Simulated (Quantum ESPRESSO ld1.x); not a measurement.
Results of a calculation; reference values are marked as such.
ld1.x (Quantum ESPRESSO 7.5) input

```
 &input
    zed=19.0,
    iswitch=1,
    rel=0,
    lsd=1,
    dft='SLA-VWN',
    config='[Ne] 3s1.75 3p3.25',
    verbosity='high',
    prefix='ld1',
    max_out_wfc=37,
    file_charge='ld1.rho',
 /
```

Command: `OMP_NUM_THREADS=1 ld1.x < ld1.in > ld1.out`

Output:

```
     Program LD1 v.7.5 starts

     --------------------------- All-electron run ----------------------------

     atomic number is 19.00
     dft =SLA-VWN   lsd =1 sic =0 latt =0  beta=0.20 tr2=1.0E-14
     Exchange-correlation= SLA-VWN
                           (   1   2   0   0   0   0   0)
     mesh =1819 r(mesh) =  99.44065 a.u. xmin = -7.00 dx = 0.00800
     1 Ry =  13.60569312 eV

     n l     nl                  e(Ry)          e(Ha)          e(eV)
     1 0     1S 1( 1.00)    -261.710115793    -130.855057896  -3560.7475227
     2 0     2S 1( 1.00)     -30.363738772     -15.181869386   -413.1197118
     2 1     2P 1( 3.00)     -25.286814437     -12.643407218   -344.0446373
     3 0     3S 1( 1.00)      -6.680616043      -3.340308021    -90.8944118
     3 1     3P 1( 3.00)      -5.391363809      -2.695681905    -73.3532415
     1 0     1S 2( 1.00)    -261.632960037    -130.816480018  -3559.6977651
     2 0     2S 2( 1.00)     -30.281752408     -15.140876204   -412.0042305
     2 1     2P 2( 3.00)     -25.188402071     -12.594201036   -342.7056688
     3 0     3S 2( 0.75)      -6.331579438      -3.165789719    -86.1455268
     3 1     3P 2( 0.25)      -5.056608501      -2.528304251    -68.7986635

     final scf error:  7.1E-15 reached in  16 iterations

     Etot =   -1185.563163 Ry,    -592.781582 Ha,  -16130.408578 eV
     Total magnetization:    3.00 Bohr mag.

     Ekin =    1183.785632 Ry,     591.892816 Ha,   16106.224032 eV
     Encl =   -2750.096790 Ry,   -1375.048395 Ha,  -37416.972986 eV
     Eh   =     440.659341 Ry,     220.329671 Ha,    5995.475770 eV
     Exc  =     -59.911346 Ry,     -29.955673 Ha,    -815.135394 eV

     normalization and overlap integrals

     s(1S/1S) =  1.000000  <r> =   0.0817  <r2> =    0.0090  r(max) =   0.0535
     s(1S/2S) = -0.000000
     s(1S/3S) =  0.000000
     s(2S/2S) =  1.000000  <r> =   0.3906  <r2> =    0.1808  r(max) =   0.3210
     s(2S/3S) = -0.000000
     s(2P/2P) =  1.000000  <r> =   0.3508  <r2> =    0.1525  r(max) =   0.2628
     s(2P/3P) = -0.000000
     s(3S/3S) =  1.000000  <r> =   1.1708  <r2> =    1.5664  r(max) =   1.0404
     s(3P/3P) =  1.000000  <r> =   1.2338  <r2> =    1.7621  r(max) =   1.0742
     s(1S/1S) =  1.000000  <r> =   0.0817  <r2> =    0.0090  r(max) =   0.0535
     s(1S/2S) = -0.000000
     s(1S/3S) =  0.000000
     s(2S/2S) =  1.000000  <r> =   0.3900  <r2> =    0.1801  r(max) =   0.3210
     s(2S/3S) = -0.000000
     s(2P/2P) =  1.000000  <r> =   0.3503  <r2> =    0.1519  r(max) =   0.2628
     s(2P/3P) = -0.000000
     s(3S/3S) =  1.000000  <r> =   1.1819  <r2> =    1.6001  r(max) =   1.0404
     s(3P/3P) =  1.000000  <r> =   1.2530  <r2> =    1.8240  r(max) =   1.0828

     ------------------------ End of All-electron run ------------------------
```

Run on one thread of a shared host, so times are rough (Intel(R) Xeon(R) Processor @ 2.60GHz): 0.54 s of CPU time, 0.57 s wall, 16 iterations on 1819 mesh points.
